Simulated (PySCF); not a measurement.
C4H5BO2. Atoms are numbered in the order given.

```xyz
12

C     -0.3937     3.1651     0.0000
C     -0.1681     1.9576     0.0000
B      0.1873     0.4567     0.0000
O      1.4928     0.0373     0.0000
O     -0.8538    -0.4401     0.0000
C     -0.8337    -1.8090     0.0000
C      0.2309    -2.6307     0.0000
H     -0.6094     4.2255     0.0000
H      2.1015     0.7977     0.0000
H     -1.8644    -2.2017     0.0000
H      1.2655    -2.2663     0.0000
H      0.0459    -3.7143     0.0000
```

Geometry: PBE-D3(BJ)/def2-SVP. This is a generated structure with no PubChem entry under its InChIKey; it may be hypothetical. Other conformers were not sampled.

Computed with PySCF with PBE-D3(BJ)/def2-SVP.

Frequencies are harmonic and unscaled.

```json
[
 {"mode": "1", "ν (cm⁻¹)": "49", "IR (km/mol)": "0.1", "moving atoms (share of kinetic energy)": "C 51 %, H 24 %, O 22 %"},
 {"mode": "2", "ν (cm⁻¹)": "126", "IR (km/mol)": "1.0", "moving atoms (share of kinetic energy)": "C 51 %, O 21 %, H 18 %, B 9 %"},
 {"mode": "3", "ν (cm⁻¹)": "136", "IR (km/mol)": "8.0", "moving atoms (share of kinetic energy)": "H 39 %, O 29 %, C 26 %"},
 {"mode": "4", "ν (cm⁻¹)": "224", "IR (km/mol)": "1.2", "moving atoms (share of kinetic energy)": "O 47 %, C 39 %, H 14 %"},
 {"mode": "5", "ν (cm⁻¹)": "263", "IR (km/mol)": "0.4", "moving atoms (share of kinetic energy)": "C 62 %, O 17 %, H 16 %"},
 {"mode": "6", "ν (cm⁻¹)": "359", "IR (km/mol)": "3.3", "moving atoms (share of kinetic energy)": "C 56 %, O 22 %, H 17 %"},
 {"mode": "7", "ν (cm⁻¹)": "475", "IR (km/mol)": "16.9", "moving atoms (share of kinetic energy)": "C 70 %, O 16 %, H 11 %"},
 {"mode": "8", "ν (cm⁻¹)": "553", "IR (km/mol)": "1.8", "moving atoms (share of kinetic energy)": "C 44 %, H 31 %, O 24 %"},
 {"mode": "9", "ν (cm⁻¹)": "554", "IR (km/mol)": "76.2", "moving atoms (share of kinetic energy)": "H 89 %, O 9 %"},
 {"mode": "10", "ν (cm⁻¹)": "638", "IR (km/mol)": "51.8", "moving atoms (share of kinetic energy)": "B 70 %, C 16 %, O 9 %"},
 {"mode": "11", "ν (cm⁻¹)": "681", "IR (km/mol)": "32.4", "moving atoms (share of kinetic energy)": "H 76 %, C 24 %"},
 {"mode": "12", "ν (cm⁻¹)": "708", "IR (km/mol)": "33.2", "moving atoms (share of kinetic energy)": "H 75 %, C 24 %"},
 {"mode": "13", "ν (cm⁻¹)": "713", "IR (km/mol)": "0.0", "moving atoms (share of kinetic energy)": "H 60 %, C 28 %, O 10 %"},
 {"mode": "14", "ν (cm⁻¹)": "721", "IR (km/mol)": "8.6", "moving atoms (share of kinetic energy)": "O 71 %, C 19 %"},
 {"mode": "15", "ν (cm⁻¹)": "848", "IR (km/mol)": "44.7", "moving atoms (share of kinetic energy)": "H 69 %, C 31 %"},
 {"mode": "16", "ν (cm⁻¹)": "908", "IR (km/mol)": "60.5", "moving atoms (share of kinetic energy)": "H 47 %, C 21 %, O 20 %, B 12 %"},
 {"mode": "17", "ν (cm⁻¹)": "964", "IR (km/mol)": "20.0", "moving atoms (share of kinetic energy)": "H 89 %, C 11 %"},
 {"mode": "18", "ν (cm⁻¹)": "985", "IR (km/mol)": "59.2", "moving atoms (share of kinetic energy)": "H 72 %, O 16 %, C 10 %"},
 {"mode": "19", "ν (cm⁻¹)": "1175", "IR (km/mol)": "15.5", "moving atoms (share of kinetic energy)": "C 45 %, H 28 %, B 15 %, O 13 %"},
 {"mode": "20", "ν (cm⁻¹)": "1272", "IR (km/mol)": "385.8", "moving atoms (share of kinetic energy)": "B 46 %, H 28 %, O 18 %, C 9 %"},
 {"mode": "21", "ν (cm⁻¹)": "1321", "IR (km/mol)": "84.7", "moving atoms (share of kinetic energy)": "H 57 %, B 26 %, O 12 %"},
 {"mode": "22", "ν (cm⁻¹)": "1349", "IR (km/mol)": "120.2", "moving atoms (share of kinetic energy)": "H 72 %, C 17 %"},
 {"mode": "23", "ν (cm⁻¹)": "1428", "IR (km/mol)": "469.7", "moving atoms (share of kinetic energy)": "B 48 %, O 28 %, H 22 %"},
 {"mode": "24", "ν (cm⁻¹)": "1650", "IR (km/mol)": "117.7", "moving atoms (share of kinetic energy)": "C 86 %, H 13 %"},
 {"mode": "25", "ν (cm⁻¹)": "2118", "IR (km/mol)": "50.3", "moving atoms (share of kinetic energy)": "C 89 %, H 9 %"},
 {"mode": "26", "ν (cm⁻¹)": "3102", "IR (km/mol)": "6.9", "moving atoms (share of kinetic energy)": "H 94 %"},
 {"mode": "27", "ν (cm⁻¹)": "3116", "IR (km/mol)": "17.9", "moving atoms (share of kinetic energy)": "H 92 %"},
 {"mode": "28", "ν (cm⁻¹)": "3222", "IR (km/mol)": "1.0", "moving atoms (share of kinetic energy)": "H 89 %, C 11 %"},
 {"mode": "29", "ν (cm⁻¹)": "3394", "IR (km/mol)": "51.8", "moving atoms (share of kinetic energy)": "H 86 %, C 14 %"},
 {"mode": "30", "ν (cm⁻¹)": "3745", "IR (km/mol)": "72.1", "moving atoms (share of kinetic energy)": "H 94 %"}
]
```
